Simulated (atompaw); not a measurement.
## Reading a pseudo-wave (Cu)

Columns: radius, all-electron u(r) and pseudo u(r) of the 4s shell (level -4.61 eV) of copper in the configuration [Ar] 3d10 4s1 4p0; PBEsol, scalar-relativistic, PAW (atompaw) scheme, atompaw 4.2.0.5.

```
r (bohr)  all-electron  pseudo
   0.115        0.1182  0.0400
   0.231        0.0869  0.0805
   0.346       -0.1124  0.1209
   0.462       -0.2361  0.1619
   0.577       -0.2478  0.2029
   0.692       -0.1835  0.2441
   0.808       -0.0800  0.2857
   0.923        0.0345  0.3266
   1.038        0.1463  0.3670
   1.154        0.2488  0.4066
   1.269        0.3369  0.4443
   1.385        0.4116  0.4802
   1.500        0.4722  0.5129
   1.615        0.5204  0.5424
   1.731        0.5579  0.5681
   1.846        0.5855  0.5892
   1.962        0.6048  0.6057
   2.077        0.6168  0.6168
   2.192        0.6227  0.6227
   2.308        0.6235  0.6235
   2.423        0.6199  0.6199
   2.538        0.6127  0.6127
   2.654        0.6025  0.6025
   2.769        0.5900  0.5900
   2.885        0.5753  0.5753
   3.000        0.5592  0.5592
```

Q: How many radial nodes do the two functions have?

A: The all-electron 4s function has n − l − 1 = 3 (the table is too coarse to show those close to the nucleus); the pseudo-wave has 0, since the states of the same l below it are removed with the core.

Q: At about which radius was the pseudo-wave matched?

A: 2.15 bohr, where the columns begin to agree (steps of 0.12 bohr).

Q: Where does each function peak?

A: Outermost all-electron maximum near 2.31 bohr, pseudo maximum near 2.31 bohr (to the table’s step).

Q: Is the pseudo-wave norm-conserving?

A: No, it belongs to a PAW set: the norm inside the radius is not constrained, and the difference is carried by the augmentation charge.
